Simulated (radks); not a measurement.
The numbers below are computed, except where a source is named.
Initial-state core-level shifts of the xenon ion Xe+ when its valence configuration changes from [Kr] 4d10 5s2 5p5. Code: a radial shooting solver on a logarithmic mesh with Libxc functionals. Model: Dirac Kohn-Sham, PBEsol, spin-unpolarised, spherical densities, finite nucleus; open shells are shared between the two j in proportion to 2j + 1; Fermi nuclear charge, rms radius 4.7859 fm. Shifts are changes of the shell-averaged eigenvalues in eV (positive: less bound); the change of the density at the nucleus, which sets a Mossbauer isomer shift, is in e/bohr^3, on a base of 2.712e+05.

[
 {"valence": "4d9.5 5s2 5p5.5", "2p": "-5.289", "3p": "-4.992", "3d": "-5.055", "4p": "-3.892", "density at nucleus": "+16.03"},
 {"valence": "4d10 5s1 5p6", "2p": "-1.368", "3p": "-1.395", "3d": "-1.395", "4p": "-1.347", "density at nucleus": "-88.83"},
 {"valence": "4d9 5s2 5p6", "2p": "-10.648", "3p": "-10.030", "3d": "-10.162", "4p": "-7.775", "density at nucleus": "+32.37"},
 {"valence": "4d10 5s1.5 5p5.5", "2p": "-0.689", "3p": "-0.702", "3d": "-0.702", "4p": "-0.678", "density at nucleus": "-44.03"}
]
